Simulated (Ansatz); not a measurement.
One geometry of AlB₅, several levels of theory.

```yaml
crystal:
  periodic: [false, false, false]
  atoms:
    - {symbol: B, position_ang: [-2.343933, 1.565224, 0.599047]}
    - {symbol: B, position_ang: [1.432295, -2.218571, -0.643762]}
    - {symbol: B, position_ang: [0.797089, -0.768002, -0.492767]}
    - {symbol: B, position_ang: [2.003053, -1.091344, -1.478898]}
    - {symbol: B, position_ang: [-1.310330, 1.956578, 1.659324]}
    - {symbol: Al, position_ang: [-0.578164, 0.556106, 0.357046]}
basis:
  gaussian: {orbitals: def2-TZVPP, initial_orbitals: start.molden}
correlation: {method: ccsd_t}
scf: {omitted_lower_state_checks: [starts]}
output: {orbitals: {seedname: orbitals}}
```

The file start.molden holds the orbitals of an earlier run on this structure, at another level or in another basis.

```sh
$ ansatz run in.yaml --threads 4 --pin off --events-out ev --progress --plain --max-ram 3916MiB
```

Shortened log:

```
Functional definition: HF
  name "HF"
  cite "Fock, Z. Phys. 61, 126 (1930) doi:10.1007/BF01340294"
  parent pbe
  exchange = exact_x
  correlation = 0
these checks for a lower state are left out or cut short: starts
1232 factors; integrals over basis functions are off by at most 6.2e-4 eV
mean field evaluation 1: about -9928.7345 eV, gradient 2.4e1 eV
mean field evaluation 2: about -9929.6036 eV, gradient 1.1e0 eV
mean field evaluation 4: about -9929.9486 eV, gradient 8.7e-2 eV
mean field evaluation 8: about -9929.9488 eV, gradient 2.3e-6 eV
mean field evaluation 16: about -9918.7727 eV, gradient 2.6e1 eV
mean field evaluation 32: about -9924.5029 eV, gradient 2.7e-3 eV
mean field evaluation 64: about -9928.3310 eV, gradient 1.1e-1 eV
mean field evaluation 96: about -9922.9779 eV, gradient 2.1e-2 eV
mean field evaluation 128: about -9923.1843 eV, gradient 2.5e-3 eV
mean field -9929.94879309 eV, -364.9188873851 hartree, gradient 2.6e-6 eV, S^2 0.000000; 1 other end points of the search recorded, 0 dependent functions left out; unrestricted orbitals would lower it
mean field evaluation 160: about -9931.1083 eV, gradient 1.7e0 eV
mean field evaluation 192: about -9929.9488 eV, gradient 2.4e-2 eV
mean field evaluation 224: about -9930.0998 eV, gradient 1.1e0 eV
mean field evaluation 256: about -9931.3185 eV, gradient 1.2e-3 eV
mean field evaluation 288: about -9929.3104 eV, gradient 1.4e0 eV
mean field evaluation 320: about -9929.9488 eV, gradient 9.1e-6 eV
determinant -9929.94879309 eV, -364.9188873851 hartree, with singles and doubles -9946.00560384 eV, -365.5089642964 hartree
determinant -9928.33120572 eV, -364.8594421456 hartree, with singles and doubles -9943.64811941 eV, -365.4223283417 hartree
unrestricted determinant -9931.31851133 eV, -364.9692236019 hartree, S^2 2.4709
10 core orbitals not correlated: weight in the atoms' cores, before any rotation towards them, 1.000 or more for the frozen orbitals, at most 0.000 for the correlated occupied ones
reference -9929.94879309 eV, -364.9188873851 hartree; 9, 9 occupied and 178, 178 virtual orbitals, 1232 factors
second order -15.28197635 eV of doubles, -0.00000000 eV of singles
cycle   1  -15.72257967 eV  change   -5.6e-1 eV  update   3.6e-2
cycle   2  -15.79748302 eV  change   -7.5e-2 eV  update   1.2e-2
cycle   3  -15.78276325 eV  change    1.5e-2 eV  update   7.2e-3
cycle   4  -15.78289955 eV  change   -1.4e-4 eV  update   5.1e-3
cycle   5  -15.79062619 eV  change   -7.7e-3 eV  update   3.5e-3
cycle   6  -15.79321011 eV  change   -2.6e-3 eV  update   1.8e-3
cycle   7  -15.79451377 eV  change   -1.3e-3 eV  update   6.3e-4
cycle   8  -15.79544925 eV  change   -9.4e-4 eV  update   3.1e-4
cycle   9  -15.79594601 eV  change   -5.0e-4 eV  update   1.7e-4
cycle  10  -15.79600897 eV  change   -6.3e-5 eV  update   7.9e-5
cycle  11  -15.79596525 eV  change    4.4e-5 eV  update   3.4e-5
cycle  12  -15.79598157 eV  change   -1.6e-5 eV  update   2.3e-5
cycle  13  -15.79594223 eV  change    3.9e-5 eV  update   1.4e-5
cycle  14  -15.79594182 eV  change    4.1e-7 eV  update   8.2e-6
perturbative correction -1.59748709 eV, -0.0587065678 hartree
Total energy: -9947.34222200 eV, -365.5580841079 hartree
Checks for a lower state left out: starts
```

It took 69 s on 4 threads of Arm Neoverse N1 on a shared host, peak host memory 2.2 GiB.

The first input with `gaussian: {orbitals: def2-TZVP, initial_orbitals: start.molden}`, `hamiltonian: {xc: pbe0, dispersion: d4}` and without the key `correlation` (abridged; 2.8 s):

```
Functional definition: PBE0
mean field -9959.97185396 eV, -366.0222145215 hartree, gradient 1.5e-5 eV, S^2 0.000000
Total energy: -9960.12304778 eV, -366.0277707920 hartree
Checks for a lower state left out: starts
```

First input, but with `gaussian: {orbitals: def2-TZVP, initial_orbitals: start.molden}`, `hamiltonian: {xc: hf}` and without the key `correlation` (abridged; 3.8 s):

```
Functional definition: HF
mean field -9929.94688381 eV, -364.9188172204 hartree, gradient 5.3e-5 eV, S^2 0.000000
Total energy: -9929.94688381 eV, -364.9188172204 hartree
Checks for a lower state left out: starts
```

First input, but with `gaussian: {orbitals: def2-TZVP, initial_orbitals: start.molden}`, `hamiltonian: {xc: pbe, dispersion: d4}`, `output: {forces: true, orbitals: {seedname: orbitals}}` and without the key `correlation` (abridged; 2.6 s):

```
Functional definition: PBE
mean field -9959.48056984 eV, -366.0041601632 hartree, gradient 7.1e-5 eV, S^2 0.000000
Total energy: -9959.65721151 eV, -366.0106516250 hartree
Atom 0 force    -0.039562     0.071070     0.062168 eV/Å
Atom 1 force    -0.134727     0.169864     0.074129 eV/Å
Atom 2 force     0.292357    -0.280109    -0.181473 eV/Å
Atom 3 force    -0.167306     0.118615     0.113172 eV/Å
Atom 4 force    -0.089052     0.053619     0.018850 eV/Å
Atom 5 force     0.138291    -0.133060    -0.086846 eV/Å
Dipole moment:     0.062872    -0.061108    -0.039099 e Å
Checks for a lower state left out: starts
```

First input, but with `gaussian: {orbitals: def2-TZVP, initial_orbitals: start.molden}`, `hamiltonian: {xc: {name: B2PLYP}}` and without the key `correlation`, `output` (abridged; 4.8 s):

```
Functional definition: B2PLYP
mean field -9956.02796817 eV, -365.8772793920 hartree, gradient 6.2e-6 eV, S^2 0.000000; unrestricted orbitals would lower it
10 core orbitals not correlated: weight in the atoms' cores, before any rotation towards them, 1.000 or more for the frozen orbitals, at most 0.000 for the correlated occupied ones
second order -20.81196990 eV of doubles, -0.00000000 eV of singles
Total energy: -9961.64736076 eV, -366.0837882608 hartree
Checks for a lower state left out: starts
```

The first input with `gaussian: {orbitals: def2-TZVP, initial_orbitals: start.molden}`, `hamiltonian: {xc: r2scan, dispersion: d4}` and without the key `correlation` (abridged; 4.6 s):

```
Functional definition: r2SCAN
mean field -9965.22810387 eV, -366.2153781430 hartree, gradient 1.5e-5 eV, S^2 0.000000
Total energy: -9965.26849172 eV, -366.2168623692 hartree
Checks for a lower state left out: starts
```

Geometry: PBE0-D4/def2-SVP.

Correlated methods freeze 10 core orbitals. At CCSD(T)/def2-TZVPP T1 of the charge 0 singlet is large (up to 0.049), so the single-reference result is doubtful. At CCSD(T)/def2-TZVPP, B2PLYP/def2-TZVP the restricted singlet (for correlated methods, its reference) is unstable: a solution with broken spin symmetry lies lower. The restricted singlet is unstable towards broken spin symmetry at other levels; at PBE0-D4/def2-TZVP, PBE-D4/def2-TZVP, r2SCAN-D4/def2-TZVP this wasn't settled. The restricted singlet is unstable towards broken spin symmetry in Hartree–Fock (as tested in another run); at HF/def2-TZVP this wasn't settled. The geometry of the singlet was relaxed on an unsound state (restricted singlet, unstable towards broken spin symmetry at other levels and untested here). Another isomer (singlet) lies 4.31 eV lower at PBE0-D4/def2-TZVP; other spin states weren't run for this one.
